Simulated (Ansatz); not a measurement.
```yaml
crystal:
  periodic: [false, false, false]
  atoms:
    - {symbol: C, position_ang: [-1.364800, 2.043873, -0.574036]}
    - {symbol: Al, position_ang: [-0.817248, 0.997998, 0.978624]}
    - {symbol: O, position_ang: [0.989066, 0.547907, 0.989996]}
    - {symbol: Al, position_ang: [0.818491, -1.263513, 0.596039]}
    - {symbol: C, position_ang: [1.370155, -1.737542, -1.213755]}
    - {symbol: O, position_ang: [-0.987393, -0.820261, 0.627017]}
    - {symbol: H, position_ang: [-0.911829, 1.680622, -1.501899]}
    - {symbol: H, position_ang: [-1.081000, 3.095768, -0.465446]}
    - {symbol: H, position_ang: [-2.451412, 2.030190, -0.712402]}
    - {symbol: H, position_ang: [-1.246777, 1.382791, 2.459834]}
    - {symbol: H, position_ang: [1.569231, 0.849098, 1.689814]}
    - {symbol: H, position_ang: [1.271007, -2.097931, 1.870997]}
    - {symbol: H, position_ang: [1.033040, -1.007822, -1.956672]}
    - {symbol: H, position_ang: [0.981279, -2.716195, -1.515534]}
    - {symbol: H, position_ang: [2.460295, -1.800898, -1.293723]}
    - {symbol: H, position_ang: [-1.632104, -1.184105, 0.021157]}
basis:
  gaussian: {orbitals: def2-mTZVPP}
hamiltonian: {xc: {name: revPBE}, dispersion: d3bj}
output: {forces: true}
```

```sh
$ ansatz run in.yaml --threads 4 --pin off --events-out ev --progress --plain --max-ram 11315MiB
```

Output, abridged:

```
Functional definition: revPBE
  name "revPBE"
  cite "Zhang & Yang, Phys. Rev. Lett. 80, 890 (1998) doi:10.1103/PhysRevLett.80.890"
  cite "Perdew, Burke & Ernzerhof, Phys. Rev. Lett. 77, 3865 (1996) doi:10.1103/PhysRevLett.77.3865"
  parameter kappa = 1.245
  parameter beta = 0.06672455060314922
  exchange = pbe_x(kappa = kappa, mu = beta*pi^2/3)
  correlation = pbe_c(beta = beta)
1712 factors; their error is unknown
mean field evaluation 1: about -19502.9542 eV, gradient 1.1e2 eV
mean field evaluation 2: about -19448.0165 eV, gradient 1.9e2 eV
mean field evaluation 4: about -19527.0037 eV, gradient 1.6e1 eV
mean field evaluation 8: about -19527.5858 eV, gradient 1.7e-1 eV
mean field evaluation 16: about -19527.5501 eV, gradient 2.6e-4 eV
mean field -19527.55006262 eV, -717.6242285523 hartree, gradient 1.1e-5 eV, S^2 0.000000; 0 other end points of the search recorded, 0 dependent functions left out
the calculation of the forces begins
reference -19527.55013441 eV, -717.6242311907 hartree; 32, 32 occupied and 148, 148 virtual orbitals, 1712 factors
Total energy: -19528.35121561 eV, -717.6536703819 hartree
Atom 0 at    -1.364800     2.043873    -0.574036 Å, force     0.005518    -0.015182     0.000326 eV/Å
Atom 1 at    -0.817248     0.997998     0.978624 Å, force    -0.320920     0.413857     0.234986 eV/Å
Atom 2 at     0.989066     0.547907     0.989996 Å, force     0.202532     0.204344    -0.343015 eV/Å
Atom 3 at     0.818491    -1.263513     0.596039 Å, force     0.318270    -0.469715     0.085577 eV/Å
Atom 4 at     1.370155    -1.737542    -1.213755 Å, force    -0.012219     0.009450     0.004481 eV/Å
Atom 5 at    -0.987393    -0.820261     0.627017 Å, force    -0.161427    -0.172878     0.331230 eV/Å
Atom 6 at    -0.911829     1.680622    -1.501899 Å, force     0.107572    -0.081884    -0.235456 eV/Å
Atom 7 at    -1.081000     3.095768    -0.465446 Å, force     0.065412     0.271182     0.008590 eV/Å
Atom 8 at    -2.451412     2.030190    -0.712402 Å, force    -0.270370     0.005282    -0.052168 eV/Å
Atom 9 at    -1.246777     1.382791     2.459834 Å, force    -0.039914     0.031855     0.134169 eV/Å
Atom 10 at     1.569231     0.849098     1.689814 Å, force     0.331826     0.167342     0.429905 eV/Å
Atom 11 at     1.271007    -2.097931     1.870997 Å, force     0.037787    -0.075737     0.115971 eV/Å
Atom 12 at     1.033040    -1.007822    -1.956672 Å, force    -0.078334     0.175291    -0.191980 eV/Å
Atom 13 at     0.981279    -2.716195    -1.515534 Å, force    -0.091493    -0.242159    -0.094058 eV/Å
Atom 14 at     2.460295    -1.800898    -1.293723 Å, force     0.275484    -0.019287    -0.040586 eV/Å
Atom 15 at    -1.632104    -1.184105     0.021157 Å, force    -0.369724    -0.201761    -0.387974 eV/Å
Dipole moment:    -0.022938     0.009561    -0.154860 e Å
```

Hardware: 4 threads of an Arm Neoverse V2 on a shared host. Wall time 2.6 s, peak host memory 0.7 GiB.
